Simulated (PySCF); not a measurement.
A GIAO shielding run with PySCF (density fitting, non-relativistic, gas phase) on `InChI=1S/C7H16Si/c1-3-6-5-7(6,8)4-2/h6H,3-5H2,1-2,8H3/t6-,7+/m1/s1`:

```
$ OMP_NUM_THREADS=1 python probes_run.py task.json out

{"job": {"kind": "nmr", "xc": "PBE0", "basis": "pcSseg-1"}, "charge": 0, "multiplicity": 1}
C     -2.453635     0.714125    -0.304190
C     -1.878516    -0.698565    -0.294445
C     -0.441901    -0.712537    -0.758197
C      0.463132    -1.857596    -0.434690
C      0.719770    -0.502067     0.179747
Si     0.455853    -0.313543     2.042411
C      1.889863     0.283370    -0.386175
C      1.665640     1.787312    -0.280535
H     -2.410581     1.135171    -1.307016
H     -3.491473     0.707841     0.021095
H     -1.885438     1.357900     0.362739
H     -1.946411    -1.113182     0.712652
H     -2.473824    -1.334764    -0.957240
H     -0.324767    -0.282230    -1.749291
H      1.142125    -2.214475    -1.196740
H      0.077787    -2.644776     0.197030
H      1.769570    -0.161846     2.673890
H     -0.365399     0.859036     2.358289
H     -0.190534    -1.508235     2.592902
H      2.039269     0.017371    -1.437001
H      2.803598     0.015604     0.151438
H      0.748661     2.068719    -0.793909
H      1.581574     2.086084     0.762162
H      2.493902     2.331048    -0.730242
```

Hardware: 1 thread of an Arm Neoverse N1, shared host. The job also computes population analyses, field gradients, ring-centre shieldings.

(1) How large is the calculation?

(2) How long does it take, and how much memory does it need?

## Answers

(1) 72 electrons, 223 basis functions and 1174 auxiliary functions.

(2) 100 s of wall time, with 12 SCF cycles and 4 response iterations; peak memory 0.94 GiB. Times on a shared host scatter by some tens of per cent.
